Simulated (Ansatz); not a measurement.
Basis-set extrapolation for `FC1(F)CC1(F)F` (PBE0-D4/def2-TZVP geometry, frozen core, the Gaussian-basis code of Ansatz). Multiplicity 1, RHF reference.

```csv
,def2-TZVPP,def2-QZVPP
HF,-512.681047,-512.702975
MP2 correlation,-1.461325,-1.589035
CCSD(T) correlation,-1.527824,not run
```

Energies in hartree. Use E(X) = E(∞) + A·exp(−7.88·√X) for Hartree–Fock and E(X) = E(∞) + B·X^(−2.97) for correlation, with X = 3 and 4, and add CCSD(T) minus MP2 of the smaller set to the MP2 limit.

Q: What is the CCSD(T) energy at the basis-set limit?

A: HF limit: -512.702975 + (-0.021928) × 0.13774 = -512.70600. MP2 limit: -1.589035 + (-0.127710) × 0.74074 = -1.68363. Higher-order term: -1.527824 − (-1.461325) = -0.06650. Total: -514.45613 hartree, 649.2 kJ/mol below CCSD(T)/def2-TZVPP.
